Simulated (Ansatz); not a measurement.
CH$_{2}$Br$_{2}$, SMILES `BrCBr`, relaxed with RKS PBE-D4/def2-SVP in the Gaussian-basis code of Ansatz from a rough embedded geometry. The force threshold is 0.03 eV/Å; the program also tests the step.

Total charge 0; spin multiplicity 1.

Start:

```xyz
5

Br    0.993   -1.526    0.401
C    -0.189   -0.029   -0.022
Br    0.775    1.611   -0.206
H    -0.892    0.155    0.813
H    -0.688   -0.212   -0.986
```

```
step   energy (eV)  largest force (eV/Å)  largest move (Å)
   1  -141121.9203                 0.690             0.000
   2  -141121.9484                 0.325             0.082
   3  -141121.9555                 0.328             0.037
   4  -141121.9591                 0.009             0.015
```

End:

```xyz
5

Br    0.956   -1.537    0.403
C    -0.172   -0.012   -0.018
Br    0.787    1.665   -0.225
H    -0.889    0.112    0.810
H    -0.682   -0.227   -0.971
```

Run time 3.2 s (4 threads of an Arm Neoverse V1 on a shared host); peak host memory 0.14 GiB.
